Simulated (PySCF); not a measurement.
Calculation: PBE-D3(BJ)/def2-TZVP // B3LYP-D3(BJ)/def2-TZVP run with PySCF. Isolated molecules, 0 K electronic values unless said otherwise. 

Reference species (SMILES): `[Cl][Sn]([Cl])([Cl])[Cl]` (neutral, multiplicity 1).

- dipole moment = 0.00 D

Changed species: `[Cl][SnH2][Cl]` (whole molecule; the reference has whole molecule).

Q: Give the shifts of the dipole moment.

A: the dipole moment increases by 2.56 D, to 2.56 D.
